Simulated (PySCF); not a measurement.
**Excitation energy of Be⁺ by level of theory**

Be⁺ [He] 2s1 (2S) → Be⁺ [He] 2p1 (2P), as a difference of total energies. Calculation: PySCF 2.14, in x2c-QZVPPall with one added diffuse shell each of s, p type (8s5p2d1f, 40 functions); the spin-free X2C one-electron Hamiltonian (Gaussian nucleus). Correlated levels: valence and next inner shell: nothing frozen. The calculations carry no spin-orbit coupling.

```csv
method,excitation energy (cm⁻¹)
UHF,32188
LDA,28217
PBE,27823
PBE0,28963
r2SCAN,28441
BP86,27414
M06-2X,30518
MN15,28598
wB97X,29026
MP2 (valence and next inner shell),31992
SCS-MP2 (valence and next inner shell),32069
```

Errors of the correlated levels include the incompleteness of this basis.

For comparison: 31933 cm⁻¹ (measured; NIST levels, between the centres of gravity of the two terms).
